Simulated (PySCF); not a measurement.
Calculation: PBE0-D4/def2-TZVP in PySCF. All species are isolated molecules in the gas phase. One relaxed conformer stands for a flexible species; it need not be the lowest. 

Reference species (SMILES): `N[C](S)S` (neutral, multiplicity 2).

```json
{
 "highest_occupied_spin_orbital": "-4.60 eV"
}
```

Changed species: `S[C](S)S` (radical fragment; the reference has radical fragment).

### Question
What does the change do to the highest occupied spin orbital?

### Answer
the highest occupied spin orbital falls by 0.46 eV, to -5.06 eV.
